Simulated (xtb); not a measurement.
Ga(I)(OH)2 (GaH2IO2), SMILES [OH][Ga]([OH])[I]. All values are semi-empirical tight-binding results from xtb (GFN2-xTB unless named), good for trends rather than for accurate numbers. Coordinates come from a GFN2-xTB optimisation. The structure was generated by enumeration; whether it is a known compound was not checked. One conformer was computed; it need not be the lowest.

Optimised geometry:

Bonds (Å): Ga1–I2 2.476, Ga1–O3 1.730, Ga1–O5 1.738, O3–H4 0.957, O5–H6 0.955. Bond angles (°): I2–Ga1–O3 118.5, I2–Ga1–O5 122.9, O3–Ga1–O5 118.6, Ga1–O3–H4 119.7, Ga1–O5–H6 126.8.

For metal compounds this method's bond lengths and energies can be far off.

The point group as xtb finds it is Cs, the orbital gap comes out as 4.06 eV and the zero-point energy is 15.5 kcal/mol. The G − E(el) at 298.15 K (modified RRHO) comes out as -5.1 kcal/mol.

Task: Give the atomic charges and the Wiberg bond orders between heavy atoms. (Estimate from the structure and the level; the computed values follow.)

Result: charges (e) Ga1 0.16, I2 0.03, O3 -0.42, H4 0.34, O5 -0.44, H6 0.33. Bond orders Ga1–I2 1.18, Ga1–O3 1.26, Ga1–O5 1.22.
